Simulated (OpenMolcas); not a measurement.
**Mo3+: effect of the metal basis**

Mo3+ with its 6 nearest oxide ions at 2.082 Å, on the Mg site of MgO (a = 4.2112 Å, distance in the model lattice 2.106 Å). The rest of the host is ab initio model potentials to 7.6 Å and point charges beyond; the distance is set by hand and nothing relaxes, and no local charge compensation is placed.

| Property | Result |
| --- | --- |
| Program | OpenMolcas |
| Method | SS-CASPT2, IPEA 0.25 Eh, imaginary shift 0.1 Eh (closed shells correlated: 4s 4p and the ligand valence shells) |
| Spin-orbit coupling | state interaction with AMFI integrals over the reference wave functions |

Fixed: ligand basis ANO-RCC-VDZP, active space 3 electrons in 5 orbitals (4d), DKH2 Hamiltonian.

States (labels of O, the rotations of Oh). Energies in cm-1 above the lowest state or level, χT in cm3 K/mol.

```tsv
Run	Metal basis	Ground state	First state of that spin	First gap with spin-orbit (degeneracies)	χT at 300 K	First state of another spin	Cost
A	ANO-RCC-VDZP	4A2	4T2 33570	9780 (4, 4)	1.809	2E 9820	roughly 2.2 core-minutes
B	ANO-RCC-VTZP	4A2	4T2 32810	8650 (4, 4)	1.807	2E 8710	roughly 4 core-minutes
```

Against A, the first state of the same spin changes by -2.3 % in B.

Costs are those of the CASPT2 steps.

Roots that are degenerate in the reference are averaged as groups; the widest CASPT2 spread within a group is 480 cm-1 (the 3-fold group of multiplicity 2 near 87800 cm-1 above the lowest state of its run, B). Shifts and gaps below about the spread of the groups concerned are not significant. Over all roots computed the reference weight is 0.69 to 0.71 in A, 0.69 to 0.70 in B; a low but even weight reflects the number of correlated electrons. Ligand-to-metal charge-transfer states are missing. With no ligand orbital active B as a rule stays too high, so bands that hang on it stand too high and its fall with covalency is understated. With one d shell and no ligand orbital active, 10Dq can be off by a tenth or more. The least metal-like active orbital is 77 % on the metal (Löwdin) and no ligand orbital is active, so the numbers are rough (holds for A). The least metal-like active orbital is 78 % on the metal (Löwdin) and no ligand orbital is active, so the numbers are rough (holds for B). No measured value stands beside these numbers; the geometry was set by hand and not optimised.
